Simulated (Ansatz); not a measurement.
Consider the redistribution: `C[SiH2]SS` + `[F][Ga]([F])[Cl]` → `SS[SiH2]Cl` + `[CH3][Ga]([F])[F]`.

Program: Ansatz. Geometries: PBE0-D4/def2-TZVP. ΔE: electronic, gas phase. CBS: MP2 limit from def2 TZ/QZ plus the TZ coupled-cluster correction, frozen cores. Functionals use def2-TZVPP. For Ga outer-core shells are correlated without core-valence functions, which leaves a few kJ/mol of doubt a bond. Scalar relativity is left out up to krypton. One conformer a species, not always the lowest.

| species | PBE0-D4 energy (Eh) |
| --- | --- |
| `C[SiH2]SS` | -1127.23839 |
| `[F][Ga]([F])[Cl]` | -2584.39135 |
| `SS[SiH2]Cl` | -1547.46553 |
| `[CH3][Ga]([F])[F]` | -2164.16512 |

Work out ΔE.

ΔE = (-1547.46553) + (-2164.16512) − (-1127.23839) − (-2584.39135) = -0.00091 Eh = -2.4 kJ/mol. CCSD(T)/CBS gives -7.8 kJ/mol.

Largest T1 diagnostic among the species: 0.014.

At CCSD(T), def2-SVP lies +24.0 kJ/mol from the extrapolated value and def2-TZVPP +9.6 kJ/mol. Leaving LDA and LC-ωPBE aside and taking each functional with its dispersion term where it has one, the values, not all of them listed here, spread over 10.8 kJ/mol, from BLYP-D4 to B97M-V. From BLYP to BHLYP (50 % exact exchange), in def2-TZVPP and without D4, ΔE moves by +8.8 kJ/mol.
